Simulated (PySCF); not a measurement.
# Zn⁺: excitation energy

Zn⁺ [Ar] 3d10 4s1 (2S) → Zn⁺ [Ar] 3d9 4s2 (2D), as a difference of total energies. Calculation: PySCF 2.14, in aug-cc-pwCVTZ-PP with ECP10MDF (8s8p7d4f3g, 122 functions); a scalar-relativistic core potential. Correlated levels: valence: 3s2 3p6 frozen; valence and next inner shell: nothing frozen outside the core potential. The calculations carry no spin-orbit coupling.

| method | excitation energy (eV) |
| --- | --- |
| UHF | 6.720 |
| LDA | 8.154 |
| PBE | 7.827 |
| PBE0 | 7.692 |
| r2SCAN | 7.530 |
| wB97X-V | 7.752 |
| HSE06 | 7.650 |
| M06-2X | 7.961 |
| MP2 (valence) | 8.466 |
| SCS-MP2 (valence) | 8.063 |
| MP2 (valence and next inner shell) | 8.749 |
| SCS-MP2 (valence and next inner shell) | 8.308 |

Q: How much does correlation contribute at MP2 (valence and next inner shell)?

A: 8.749 − (6.720) = 2.029 eV, measured against UHF.

Errors of the correlated levels include the incompleteness of this basis and the frozen core.

For comparison: 7.910 eV (measured; NIST levels, between the centres of gravity of the two terms).
